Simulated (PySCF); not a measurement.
Si(F)(Me)3 (C3H9FSi), SMILES C[Si](F)(C)C. Geometry optimised at PBE-D3(BJ)/def2-SVP.

Problem. Give the equilibrium geometry at PBE-D3(BJ)/def2-SVP (PySCF confirms it by a frequency run) as Cartesian coordinates in Å, and its point group. (The exact figures need the calculation; the answer reports its results.)

Solution. point group C3v.
```xyz
14

C     -1.5541     0.8973    -0.5316
Si     0.0000     0.0000     0.0227
C      1.5541     0.8973    -0.5316
C      0.0000    -1.7945    -0.5316
F      0.0000     0.0000     1.6788
H     -1.6164     0.9332    -1.6391
H     -2.4647     0.3873    -0.1567
H     -1.5678     1.9409    -0.1567
H      2.4647     0.3873    -0.1567
H      1.6164     0.9332    -1.6391
H      1.5678     1.9409    -0.1567
H      0.0000    -1.8664    -1.6391
H     -0.8969    -2.3282    -0.1567
H      0.8969    -2.3282    -0.1567
```
